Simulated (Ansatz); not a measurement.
```yaml
crystal:
  periodic: [false, false, false]
  atoms:
    - {symbol: C, position_ang: [-0.614849, 1.387837, -0.112451]}
    - {symbol: N, position_ang: [0.102246, 0.588940, 0.540763]}
    - {symbol: Si, position_ang: [0.539683, -1.031400, 0.183370]}
    - {symbol: F, position_ang: [-0.078237, -1.567510, -1.196332]}
    - {symbol: H, position_ang: [-1.094829, 1.142253, -1.070233]}
    - {symbol: H, position_ang: [-0.795850, 2.401210, 0.264178]}
    - {symbol: H, position_ang: [2.012148, -1.087908, 0.065820]}
    - {symbol: H, position_ang: [0.021886, -1.890623, 1.269088]}
basis:
  gaussian: {orbitals: cc-pVTZ, final_grid: {core_spheres: 5, valence_spheres: 4, degree: 11}}
total_charge: 1
magnetization: {spin_polarized: true, initial_magnetization: 1}
hamiltonian: {xc: {name: SVWN5}}
kpoints: {mp_grid: {grid: [2, 2, 2]}}
```

```sh
$ ansatz run in.yaml --threads 2 --pin off --events-out ev --progress --plain --max-ram 4352MiB
```

**Question.** How does Ansatz answer? (Estimate.)

**Answer.** Computed: The program refused the input.
```
Error: invalid value for `basis.gaussian`: such a run doesn't read kpoints; remove what it names
```
